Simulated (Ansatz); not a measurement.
`[I][Al]1[CH2][CH2]1`, one more setting.

```yaml
crystal:
  periodic: [false, false, false]
  atoms:
    - {symbol: I, position_ang: [-1.564918, -0.489780, 3.243644]}
    - {symbol: Al, position_ang: [-0.506330, -0.165582, 1.060729]}
    - {symbol: C, position_ang: [0.514257, 0.774131, -0.227679]}
    - {symbol: C, position_ang: [-0.043343, -0.651254, -0.709683]}
    - {symbol: H, position_ang: [1.599900, 0.837716, -0.177795]}
    - {symbol: H, position_ang: [0.116503, 1.622598, -0.781772]}
    - {symbol: H, position_ang: [-0.754011, -0.600132, -1.532782]}
    - {symbol: H, position_ang: [0.730243, -1.384699, -0.930461]}
basis:
  gaussian: {orbitals: STO-3G, fitting: {mean_field: cc-pVTZ-jkfit}}
hamiltonian: {xc: {name: HF}, pseudopotentials: {relativity: scalar}}
correlation: {method: ccsd, diis_vectors: 4}
```

```sh
$ ansatz run in.yaml --threads 2 --pin off --events-out ev --progress --plain --max-ram 4352MiB
```

Output, abridged:

```
Functional definition: HF
Error: <dir> the basis set cc-pVTZ-JKFIT has no functions for I
```
